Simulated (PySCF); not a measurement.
First SCF of a structure search on singlet Be₂O₂, at a hand-made rhombic ring geometry. PySCF input:

```python
from pyscf import gto, scf, dft
mol = gto.M(atom='''
Be     1.192800     0.000000     0.000000
Be    -1.192800     0.000000     0.000000
O      0.000000     1.279100     0.000000
O      0.000000    -1.279100     0.000000''',
    basis={'Be': 'def2-TZVP', 'O': 'def2-TZVP'},
    charge=0, spin=0)
mf = dft.RKS(mol, xc='PBE0')
mf.grids.atom_grid = (50, 194)
aux = {'Be': 'def2-universal-JKFIT', 'O': 'def2-universal-JKFIT'}
mf = mf.density_fit(auxbasis=aux)
mf.conv_tol = 1e-08
mf.diis_space = 10
mf.max_cycle = 60
mf.init_guess = 'minao'
mf.verbose = 4
mf.kernel()
```

Excerpt of the output (cycles and frontier levels):

```
init E= -179.741457221712
  HOMO = -0.409924508886526  LUMO = -0.17215630171729  gap/eV = 6.47000
cycle= 1 E= -179.393271184145  delta_E= 0.348  |g|= 1.31  |ddm|= 1.98
  HOMO = -0.00467075903071645  LUMO = 0.0189421619513396  gap/eV = 0.64254
cycle= 2 E= -174.771101891238  delta_E= 4.62  |g|=  3.7  |ddm|= 6.32
  HOMO = -0.298020493613872  LUMO = -0.123709473958876  gap/eV = 4.74324
cycle= 3 E= -179.706981462926  delta_E= -4.94  |g|= 0.465  |ddm|=  6.2
  HOMO = -0.214262967419198  LUMO = -0.116300521699873  gap/eV = 2.66569
cycle= 4 E= -179.768441954186  delta_E= -0.0615  |g|= 0.0446  |ddm|= 0.355
  HOMO = -0.226391182122033  LUMO = -0.122724222536821  gap/eV = 2.82092
cycle= 5 E= -179.768948110297  delta_E= -0.000506  |g|= 0.0203  |ddm|= 0.0538
  HOMO = -0.228199925730176  LUMO = -0.122607116525188  gap/eV = 2.87333
cycle= 6 E= -179.769044182251  delta_E= -9.61e-05  |g|= 0.00654  |ddm|= 0.0159
  HOMO = -0.229600189148081  LUMO = -0.12318112091576  gap/eV = 2.89581
cycle= 7 E= -179.769054283702  delta_E= -1.01e-05  |g|= 0.000612  |ddm|= 0.00505
  HOMO = -0.229715069825088  LUMO = -0.123206830458358  gap/eV = 2.89824
cycle= 8 E= -179.769054388348  delta_E= -1.05e-07  |g|= 7.11e-05  |ddm|= 0.0006
  HOMO = -0.229709846916009  LUMO = -0.123206190600762  gap/eV = 2.89811
cycle= 9 E= -179.769054389567  delta_E= -1.22e-09  |g|= 1.75e-05  |ddm|= 5.11e-05
  HOMO = -0.229703280520232  LUMO = -0.123205047599448  gap/eV = 2.89796
Extra cycle  E= -179.769054389368  delta_E= 1.99e-10  |g|= 3.74e-05  |ddm|= 2.81e-05
converged SCF energy = -179.769054389368
```

No lower solution of this spin was found by a stability analysis within the restricted form, which does not test spin polarisation.

The search for the lowest solution, with the stability check, took 2.7 s on 2 threads of a shared Arm Neoverse V1 host, with 100 basis functions; the process peaked at 0.34 GiB.
